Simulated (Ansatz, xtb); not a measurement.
**Relaxing a trial structure of BFH3N2**

The starting geometry of this gas-phase doublet was built from a drawn formula by distance geometry and a force field; its bonds are those of `[NH-][NH2+][B]F`.

```yaml
atoms:
  - { symbol: B, position_ang: [0.1476, 0.0626, -1.4082] }
  - { symbol: F, position_ang: [0.2753, 1.5254, -1.3908] }
  - { symbol: N, position_ang: [-0.1460, -2.0310, -0.3298] }
  - { symbol: N, position_ang: [0.0379, -0.6964, -0.0362] }
  - { symbol: H, position_ang: [0.7817, -2.4674, -0.5576] }
  - { symbol: H, position_ang: [-0.8450, -0.3401, 0.4880] }
  - { symbol: H, position_ang: [0.9038, -0.4650, 0.5134] }
```

**Question.** Predict what becomes of its bonds when it is optimised with r2SCAN-D4/def2-SVP.

**Answer.** A new bond forms, giving a structure given below by its coordinates. Contacts that close: B1–N3 (2.37 → 1.49 Å).

The energy falls by 3.29 eV over 15 steps:

| step | E − E(last) (eV) |
| --- | --- |
| 1 | 3.286 |
| 3 | 2.151 |
| 4 | 1.614 |
| 6 | 0.330 |
| 7 | 0.094 |
| 9 | 0.016 |
| 10 | 0.001 |
| 12 | 0.000 |
| 13 | 0.000 |
| 15 | 0.000 |

Final geometry (Å):

```yaml
atoms:
  - { symbol: B, position_ang: [0.5270, -0.1389, -1.2657] }
  - { symbol: F, position_ang: [-0.2168, 0.8237, -1.8524] }
  - { symbol: N, position_ang: [-0.0963, -1.4206, -0.8398] }
  - { symbol: N, position_ang: [0.1717, -0.4903, 0.2875] }
  - { symbol: H, position_ang: [0.5528, -2.2036, -0.7497] }
  - { symbol: H, position_ang: [-0.6985, -0.2426, 0.7606] }
  - { symbol: H, position_ang: [0.9153, -0.7395, 0.9382] }
```

From the same start GFN2-xTB reaches the same bonding as this run.

The end wasn't checked by frequencies. Open shells are spin-unrestricted. Run with Ansatz 0.2.0, 44 s on 1 thread of Intel(R) Xeon(R) 6975P-C (Granite Rapids), on a shared host.
